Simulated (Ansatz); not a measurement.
Two isomers of C3H7In: A = `C=[C](C)[InH2]`, B = `C=[CH][InH][CH3]`.

Calculated with Ansatz (gas phase, PBE0-D4/def2-TZVP geometries, no zero-point term in ΔE). CCSD(T)/CBS adds triple-zeta CCSD(T) − MP2 to the extrapolated MP2 energy (def2 sets, frozen cores). Functionals use def2-TZVPP. B3LYP here is the variant with VWN-RPA as its local correlation; programs differ in this. def2 core potentials past Kr. For In outer-core shells are correlated without core-valence functions, which leaves a few kJ/mol of doubt a bond. Each species was taken in one conformer, which may not be the lowest.

A:

```xyz
11

C    -1.4661   -0.4683   -0.0142
C    -0.2139   -0.0134   -0.0736
C     0.2155    0.9481   -1.1386
In    1.1508   -0.7231    1.4261
H    -1.8003   -1.1655    0.7487
H    -2.2217   -0.1572   -0.7382
H     0.5940    1.8792   -0.7056
H    -0.6086    1.1994   -1.8153
H     1.0337    0.5381   -1.7390
H     0.5167   -1.8290    2.5923
H     2.7998   -0.2083    1.4574
```

B:

Z-matrix (Å, degrees):
```
C
In 1 2.153
H 1 1.093 2 109.4
H 1 1.091 2 110.7 3 -118.5
H 1 1.090 2 111.4 3 119.8
C 2 2.141 1 122.1 3 -102.9
H 2 1.734 1 122.5 3 76.6
C 6 1.332 2 121.4 1 179.5
H 6 1.090 2 121.3 1 -0.5
H 8 1.090 6 122.5 2 180.0
H 8 1.088 6 122.1 2 -0.0
```

**Question.** Which is lower in electronic energy at CCSD(T)/CBS, and by how much? (Best estimate.)

**Answer.** The calculation gave: B, by 19.0 kJ/mol.

**Question.** Give E(B) − E(A) in kJ/mol with B3LYP, B3LYP-D4, PBE0-D4, B2PLYP, BLYP-D4, LDA (SPW92), r2SCAN-D4. (Estimate.)

**Answer.** Ansatz gave: B3LYP -16.7, B3LYP-D4 -12.4, PBE0-D4 -10.8, B2PLYP -17.7, BLYP-D4 -12.4, LDA (SPW92) -1.9, r2SCAN-D4 -12.3. None reverses the order clearly.

**Question.** Does the order hold for the free energy at 298.15 K (harmonic terms from PBE0-D4)? (Estimate.)

**Answer.** The calculation gave: Yes: G(B) − G(A) = -21.6 kJ/mol, for one conformer each. Modes under 60 cm⁻¹, often nearly free rotors, make the harmonic entropy too high.

Largest T1 diagnostic: 0.013.

In def2-TZVPP, CCSD(T) changes the Hartree–Fock value by −4.6 kJ/mol (the triples alone add −0.1 kJ/mol) and MP2 by −6.8 kJ/mol. From BLYP to BHLYP (50 % exact exchange), in def2-TZVPP and without D4, E(B) − E(A) moves by +4.0 kJ/mol.
